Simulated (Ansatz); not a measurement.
```tsv
atom	x (Å)	y (Å)	z (Å)
H	0.0000	0.0000	-1.4462
Be	0.0000	0.0000	0.0000
H	0.0000	0.0000	1.4462
```

Basis set: 6-31G* (spherical functions). All electrons are correlated. Charge 0, multiplicity 1.

Computed with Ansatz (development build ahead of 0.2.0); each method stands on the lowest determinant of its kind that the runs found. Restricted open shells among the atoms or ions are ROHF, correlated in semicanonical orbitals with singles.

**Question.** Give the atomization energy at this shape (free ground-state atoms in the same class of orbitals less the molecule, no zero-point energy) of singlet BeH₂ by RHF-MP2, RHF.

**Answer.**

```json
{"method": "RHF-MP2", "atomization energy": "129.94 kcal/mol"}
{"method": "RHF", "atomization energy": "122.89 kcal/mol"}
```

Caution: the shape is not the minimum.
